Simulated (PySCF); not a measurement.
These 2 structures share the formula C6H9BO2S. Level of theory: PBE0-D3(BJ)/def2-SVP geometry optimisation, gas phase in PySCF. Energies are electronic, without zero-point or thermal terms, for one conformer each. No frequencies were run at this level. Point groups hold within 0.08 Å.

**Question.** Rank from lowest to highest electronic energy at this level (kcal/mol).
A. `[CH3:1][O:2][B:3]([O:4][CH3:5])[c:6]1[cH:7][cH:8][s:9][cH:10]1` with C1–O2–B3–O4 177°, O2–B3–O4–C5 0°, O2–B3–C6–C7 167°
B. `[CH3:1][O:2][B:3]([O:4][CH3:5])[c:6]1[cH:7][cH:8][cH:9][s:10]1` with C1–O2–B3–O4 0°, O2–B3–O4–C5 -179°, O2–B3–C6–C7 0°

**Answer.** B (0.0), A (2.9).

| SMILES | E (Eh) | E rel (kcal/mol) | dipole (D) | point group | A, B, C (MHz) |
| --- | --- | --- | --- | --- | --- |
| COB(OC)c1cccs1 | -806.61301 | 0.0 | 0.86 | – | 1985, 821.0, 585.1 |
| COB(OC)c1ccsc1 | -806.60840 | 2.9 | 1.36 | C1 | 2130, 698.1, 532.5 |

**Question.** How do the relative energies change in single points at PBE0/pcSseg-1 (no added dispersion term) on the same geometries?

**Answer.** 
```tsv
SMILES	PBE0-D3(BJ)/def2-SVP (kcal/mol)	PBE0/pcSseg-1 (kcal/mol)	shift
COB(OC)c1cccs1	0.0	0.0	0.0
COB(OC)c1ccsc1	2.9	2.4	-0.5
```

Each column counts from its own lowest isomer. The order is unchanged; the largest shift is 0.5 kcal/mol.

**Question.** As an exercise, what shares would exp(−E/RT) give at 298.15 K from these electronic energies alone (no entropy, no degeneracies)?

**Answer.** RT = 0.592 kcal/mol: COB(OC)c1cccs1 99.2 %, COB(OC)c1ccsc1 0.8 %.
